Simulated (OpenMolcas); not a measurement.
Computed levels of 3d² in ions with 20 electrons, in cm-1 above ³F₂.

* Program: OpenMolcas 26.06
* Method: RASSCF
* Basis: ANO-RCC-VQZP
* Scalar Hamiltonian: DKH2, point nucleus
* Spin-orbit coupling: RASSI with atomic mean-field integrals over the reference wave functions, term energies averaged over their components

Active space for each ion: 8 electrons in 8 orbitals (RAS1 3p, at most 2 holes; RAS2 3d).

```json
{"Level": "³F₃", "Ti2+": "214", "V3+": "341", "Mn5+": "753", "Co7+": "1466"}
{"Level": "³F₄", "Ti2+": "492", "V3+": "781", "Mn5+": "1707", "Co7+": "3273"}
{"Level": "¹D₂", "Ti2+": "10511", "V3+": "12816", "Mn5+": "17232", "Co7+": "21547"}
{"Level": "³P₀", "Ti2+": "13043", "V3+": "15717", "Mn5+": "20682", "Co7+": "25357"}
{"Level": "³P₁", "Ti2+": "13116", "V3+": "15835", "Mn5+": "20953", "Co7+": "25907"}
{"Level": "³P₂", "Ti2+": "13267", "V3+": "16084", "Mn5+": "21542", "Co7+": "27143"}
{"Level": "¹G₄", "Ti2+": "18486", "V3+": "22385", "Mn5+": "29581", "Co7+": "36368"}
{"Level": "¹S₀", "Ti2+": "38135", "V3+": "46367", "Mn5+": "61835", "Co7+": "76255"}
```

Estimate ³F₄, ¹D₂, ³P₀ for Cr4+ from its neighbours V3+ and Mn5+.

³F₄ is fine structure, which grows about as the fourth power of a screened charge, so the fourth roots are averaged: ((781^0.25 + 1707^0.25) / 2)^4 = 1177. The calculation gives 1192, so the estimate is off by -1.3 %; the measured value is 1142 (Sugar and Corliss, J. Phys. Chem. Ref. Data 6, 317 (1977)).
¹D₂ is another term, which grows about linearly with the charge: (12816 + 17232) / 2 = 15024. The calculation gives 15054, so the estimate is off by -0.2 %; the measured value is 13188 (Sugar and Corliss, J. Phys. Chem. Ref. Data 6, 317 (1977)).
³P₀ is another term, which grows about linearly with the charge: (15717 + 20682) / 2 = 18200. The calculation gives 18257, so the estimate is off by -0.3 %; the measured value is 15492 (Sugar and Corliss, J. Phys. Chem. Ref. Data 6, 317 (1977)).

Without dynamic correlation excited terms often stand tens of per cent too high (terms of higher spin than the ground term too low), and those without a measured partner can miss by more than the paired ones. Active for correlation alone: 3p; no level in the range computed is led by a configuration that opens it, so any true level of that kind is missing. Measured partners are found by configuration, term and J. A level has none where our copy of the source lacks it or the pairing is in doubt (some pairs that miss far off the trend of their configuration count as doubtful), and it then counts in no deviation. Only configurations of the active space appear.
